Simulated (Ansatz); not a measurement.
Molecule: C6H11S (charge 0, doublet). It need not be the lowest isomer of its formula. 
Geometry from a B3LYP-D3(BJ)/def2-TZVP (Ansatz, a quantum-chemistry and plane-wave program) optimisation:
```xyz
18

C     -0.1662    -1.8958     0.3547
C      1.1384    -1.4884    -0.3284
C      1.7068    -0.1195     0.1043
C      1.0837     1.0660    -0.5483
S     -0.4973     1.6701    -0.2728
C     -1.3104     0.3875     0.7277
C     -1.3851    -1.0066     0.1020
H      0.0048    -1.9519     1.4362
H     -0.4164    -2.9120     0.0369
H      1.0063    -1.4878    -1.4141
H      1.8861    -2.2549    -0.1034
H      2.7728    -0.0987    -0.1329
H      1.6411    -0.0495     1.1987
H      1.6406     1.6511    -1.2666
H     -0.8390     0.3475     1.7117
H     -2.3119     0.7959     0.8701
H     -1.5722    -0.9122    -0.9709
H     -2.2592    -1.5091     0.5277
```
Charge 0, spin multiplicity 2.

Quantity: atomisation energy (electronic, to ground-state atoms), in eV. Cores are frozen in the correlated levels unless marked. Open shells are spin-unrestricted. No spin-orbit coupling. Non-relativistic. The coupled-cluster limit lacks core correlation, which all-electron functionals hold. Basis-set limits of correlation are two-point, X^-3; Hartree-Fock from the larger set. The bracket is a focal-point correction in the basis named.

```csv
level,program,atomisation energy (eV),minus last row
PBE0/def2-QZVPP,Ansatz,75.13,0.63
r2SCANh-D4/def2-TZVPD,Ansatz + dftd4,74.67,0.17
LC-wPBE/def2-TZVPD,Ansatz,74.62,0.12
MP2/6-31G,Ansatz,63.89,-10.61
CCSD(T)/cc-pV(D+d)Z,Ansatz,69.27,-5.23
CCSD(T)/cc-pV(T+d)Z,Ansatz,72.73,-1.77
"RI-MP2/CBS(cc-pV(T+d)Z,cc-pV(Q+d)Z)+[CCSD(T)-MP2]/cc-pV(T+d)Z",Ansatz,74.50,0.00
```
